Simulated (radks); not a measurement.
Values are calculated unless marked as measured or tabulated.
Removal energies from neutral iridium, [Xe] 4f14 5d8 6s1, by Delta-SCF beside the eigenvalue of the level emptied. Level of theory: scalar-relativistic Kohn-Sham, r2SCAN, spin-polarised, spherical densities, finite nucleus; meta-GGA in the generalised Kohn-Sham scheme; Fermi nuclear charge, rms radius of each element as measured or else 0.836 A^(1/3) + 0.57 fm (a radial shooting solver on a logarithmic mesh with Libxc functionals). Open shells are filled with parallel spins first.

| removed from | final configuration | Delta-SCF (eV) | -eigenvalue (eV) |
|---|---|---|---|
| 5d | [Xe] 4f14 5d7 6s1 | 8.882 | 4.352 |
| 6s | [Xe] 4f14 5d8 | 9.460 | 6.428 |
| 5p | [Kr] 4d10 4f14 5s2 5p5 5d8 6s1 | 58.429 | 52.884 |
| 4f | [Xe] 4f13 5d8 6s1 | 70.183 | 59.910 |
